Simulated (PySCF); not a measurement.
The same groups moved round the core (norbornane formyl+boryl). Isolated molecules, 0 K electronic values unless said otherwise. One relaxed conformer stands for each flexible species; it need not be the lowest. Strings in code marks are SMILES.

These are PBE-D3(BJ)/def2-TZVP // PBE0-D4/def2-SVP (PySCF) values and carry that method's errors. All candidates: neutral, multiplicity 1. 

```json
{
  "HOMO": "-6.27 eV",
  "LUMO": "-2.35 eV",
  "HOMO–LUMO gap": "3.92 eV"
}
```

### Question
Name which member has these values.
A) `B[C@@H]1[C@@H]2CC[C@@H](C2)[C@@H]1C=O`
B) `B[C@@H]1[C@@H]2CC[C@H]1[C@@H](C=O)C2`
C) `B[C@]12CC[C@H](CC1)[C@@H]2C=O`
D) `B[C@@H]1C[C@H]2CC[C@@H]1[C@H]2C=O`

### Answer
D, `B[C@@H]1C[C@H]2CC[C@@H]1[C@H]2C=O`. The others give `B[C@]12CC[C@H](CC1)[C@@H]2C=O`: -5.79 eV, -2.45 eV, 3.34 eV; `B[C@@H]1[C@@H]2CC[C@@H](C2)[C@@H]1C=O`: -5.77 eV, -2.38 eV, 3.39 eV; `B[C@@H]1[C@@H]2CC[C@H]1[C@@H](C=O)C2`: -5.77 eV, -2.56 eV, 3.21 eV
